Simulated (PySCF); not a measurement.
A PySCF script (with the pyscf-properties extension) for the NMR shieldings of SMILES CC(C)S(=O)(=O)O, C$_{3}$H$_{8}$O$_{3}$S, on a PBE0-D3(BJ)/def2-TZVP geometry:

```python
import basis_set_exchange as bse
import numpy as np
from pyscf import gto, dft
from pyscf.prop import nmr

atoms = """
C     0.433407    1.453858   -0.290968
C     0.355070    0.049297    0.278433
C     1.376323   -0.897063   -0.333772
S    -1.265652   -0.651131    0.018654
O    -1.370507   -1.884318    0.740425
O    -1.588365   -0.580018   -1.366809
O    -2.203496    0.404293    0.771190
H     1.425713    1.864038   -0.092210
H     0.277845    1.436513   -1.370620
H    -0.308593    2.115001    0.156610
H     0.462315    0.063930    1.367305
H     1.247219   -0.951508   -1.416128
H     1.291630   -1.901960    0.080367
H     2.379527   -0.519857   -0.126761
H    -2.530597   -0.022072    1.574223
"""
names = dict.fromkeys(["C", "S", "O", "H"], "pcSseg-2")
basis = {el: gto.basis.parse(bse.get_basis(n, elements=[el], fmt="nwchem")) for el, n in names.items()}
mol = gto.M(atom=atoms, basis=basis, charge=0, verbose=0)
mf = dft.RKS(mol, xc="PBE0")
mf.grids.level = 2
mf.grids.alignment = dft.numint.BLKSIZE   # the property module wants whole blocks of grid points
mf.conv_tol = 1e-9
mf.kernel()

calc = nmr.RKS(mf)   # GIAO
C = mf.mo_coeff
Co = C[:, mf.mo_occ > 0]
resp = mf.gen_response(singlet=True, hermi=2)
def vind(x):   # induced exchange potential for any number of trial vectors
    d = np.einsum("pi,xij,qj->xpq", C, 2 * x.reshape(-1, C.shape[1], Co.shape[1]), Co, optimize=True)
    return np.einsum("xpq,pi,qj->xij", resp(d - d.transpose(0, 2, 1)), C, Co, optimize=True).ravel()
mo1, _ = nmr.rhf.solve_mo1(calc, with_cphf=vind)
sigma = calc.kernel(mo1)
for i, s in enumerate(sigma):   # ppm
    print("%2d %-2s %9.2f" % (i, mol.atom_pure_symbol(i), np.trace(s) / 3))
```

Problem. Give the expected output.

Solution. 
```
 0 C     167.09
 1 C     126.34
 2 C     168.56
 3 S     152.91
 4 O     114.14
 5 O     126.41
 6 O     138.86
 7 H      30.50
 8 H      30.13
 9 H      29.79
10 H      28.61
11 H      30.25
12 H      29.75
13 H      30.53
14 H      26.89
```

These numbers come from an equivalent density-fitted implementation of the same equations, which agrees with the script to about 0.01 ppm for H and up to a few tenths of a ppm for heavy atoms, so last digits may differ.

Problem. Turn these shieldings into chemical shifts. δ = σ(ref) − σ, references computed at the same level: $^{13}$C (186.03 ppm) and $^{1}$H (31.52 ppm) vs TMS; $^{33}$S (512.98 ppm) against CS2; H2O for $^{17}$O (329.54 ppm).

Solution. Averaging equivalent atoms: C 1: 59.7; C 0/2: 18.2; S 3: 360; O 4/5: 209.3; O 6: 190.7; H 14: 4.63; H 10: 2.91; H 7/8/9/11/12/13: 1.37 ppm. Experimental scales use liquid or dissolved standards, which lie at an offset from isolated H2O (liquid H2O: subtract about 36 ppm).

Size and cost of the density-fitted run: 371 basis functions, 80 s wall time on 1 thread of an Arm Neoverse V1, shared host; peak memory 1.6 GiB.
